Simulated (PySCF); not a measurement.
Species: C₂H₅FSe.
Bonds: C1–Se2, Se2–C3, C3–F4. Hydrogens: H5, H6, H7 on C1; H8, H9 on C3.

A calculation gives these core lines: C 1s: 291.19 (area 1), 293.36 (area 1) eV; F 1s: 692.52 eV.

Theory: delta-SCF UKS SCAN, pcX-2 on the ionised atom, pcseg-1 elsewhere, spin-free X2C in PySCF 2.14.0. One conformer (not necessarily the lowest) at the PBE0-D3(BJ)/def2-SVP geometry, without solvent, vibrations or thermal averaging.

Q: Which carbon gives which C 1s line?

A: 291.19 eV: C1 (sp3 carbon bound to selenium); 293.36 eV: C3 (sp3 C–F carbon). The listed C 1s values span 2.17 eV, from C1 (bonded to Se and 3 H) to C3 (bonded to F, Se and 2 H). Summing the Pauling electronegativity differences to the bonded atoms, each weighted by its formal bond order, gives -1.05 for the lowest site and +0.73 for the highest.

Bonded neighbours of each site: C1: Se and 3 H; C3: F, Se and 2 H; F4: C.

Q: Express the binding energy of C 1s of C1 in atomic units and per mole.

A: 291.19 eV = 10.7010 Eh = 28096 kJ/mol.

No level of selenium is listed.

On one thread, Arm Neoverse N1 (aarch64), shared host, this took 19 s and 0.38 GiB of memory at its peak.

The values belong to the conformer `[CH3:1][Se:2][CH2:3][F:4]`: C1–Se2–C3–F4 66°.
